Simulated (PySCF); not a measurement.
Peak assignment

Geometry (Å), atoms numbered from 1 in this order:
```xyz
21

C    -0.7163    1.3120   -0.3325
C    -0.8293   -0.1480    0.1212
C    -1.9763   -0.2939    1.1233
C    -1.0718   -1.0532   -1.0884
N     0.3794   -0.6272    0.8102
N     1.5528   -0.5634    0.0040
Si    2.8907    0.4676    0.3207
H    -0.5458    1.9630    0.5235
H     0.1148    1.4235   -1.0244
H    -1.6310    1.6252   -0.8296
H    -2.0092   -1.3108    1.5046
H    -1.8414    0.3851    1.9628
H    -2.9237   -0.0645    0.6433
H    -1.1164   -2.0915   -0.7700
H    -0.2649   -0.9412   -1.8077
H    -2.0084   -0.7923   -1.5736
H     0.5246   -0.0683    1.6464
H     1.7334   -1.4832   -0.3763
H     3.7756    0.2313   -0.8155
H     2.3624    1.8330    0.3768
H     3.5920    0.2138    1.5911
```

Theoretical values (PySCF 2.14): structure optimised with GFN2-xTB, σ from GIAO-PBE0/pcSseg-1. In vacuum, non-relativistic, one averaged value for each set of equivalent atoms, a single conformation.

References, each an isolated molecule treated in the same way: 13C (σ = 186.93 ppm) and 1H (σ = 31.72 ppm) vs TMS.

(1) Assign these signals to the numbered atoms. 13C{1H} NMR (computed): δ 57.1, 28.6.

(2) Assign these signals to the numbered atoms. 1H NMR (300 MHz, computed): δ 4.75 (s, 3H), 1.99 (br s, 1H), 1.83 (br s, 1H), 1.07 (s, 9H).

## Answers

(1) 
| δ (ppm) | atoms | environment | reason |
| --- | --- | --- | --- |
| 57.1 | C2 | fully substituted sp3 carbon bonded to N | pulled downfield by the heteroatom |
| 28.6 | C1/C3/C4 | methyl carbon | aliphatic region, no heteroatom directly attached |

(2) 
| δ (ppm) | atoms | environment | reason |
| --- | --- | --- | --- |
| 4.75 | H19/H20/H21 | hydrogen on a silicon bonded to N | – |
| 1.99 | H18 | hydrogen on a nitrogen bonded to O or N | exchangeable; this is the value without hydrogen bonding to other molecules |
| 1.83 | H17 | hydrogen on a nitrogen bonded to O or N | – |
| 1.07 | H8/H9/H10/H11/H12/H13/H14/H15/H16 | hydrogen on a methyl carbon | – |

OH and NH positions are those of a molecule without intermolecular hydrogen bonds; in solution they move with solvent, concentration and temperature, and exchange usually removes their couplings. Shifts are as computed. Against solution values, carbons near 30 ppm lie about +3 ppm off and those near 130 ppm about +5 ppm. Of 1211 compounds with measured shifts, 218 miss one by over three times the rms of a fit or turn the order of signals round; such compounds aren't used in these exercises. No couplings were computed; multiplicities are counted from neighbouring protons, with m where these are inequivalent, close in shift, in a saturated or five-membered ring or joined by F or P, and br s for small geminal =CH2 splittings.
